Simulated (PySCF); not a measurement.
CH₅ClFNSi, SMILES FC[Si@H](Cl)N.

Geometry optimised at B3LYP-D3(BJ)/def2-SVP. The structure was generated by enumeration; whether it is a known compound was not checked. One conformer was computed; it need not be the lowest.

Two levels are set side by side: PBE/def2-TZVP (PySCF) and B3LYP/def2-TZVP (PySCF). Same geometry, gas phase. Differences are taken from unrounded values.

| quantity | B3LYP |
|---|---|
| orbital gap (eV) | 8.00 |
| highest occupied level (eV) | -7.80 |
| lowest empty level (eV) | 0.20 |
| dipole moment (D) | 1.53 |
| mean polarisability (bohr³) | 56.8 |

Q: What does PBE give, and how far is it from B3LYP? (An estimate is asked for; the answer gives what the named calculation found.)

A: 
```csv
quantity,PBE,PBE minus B3LYP
orbital gap (eV),6.27,-1.74
highest occupied level (eV),-6.61,1.19
lowest empty level (eV),-0.34,-0.55
dipole moment (D),1.55,0.02
mean polarisability (bohr³),58.9,2.2
```

PBE's occupied levels lie high since its potential decays too fast outside the molecule; exact exchange lowers them and widens the gap. Loosely held outer electrons make PBE densities more polarisable. Differences between two approximate levels are no errors against the true value.

Rough cost on one machine, each run with all the roots and properties that it gave: B3LYP against PBE within a factor of 2.
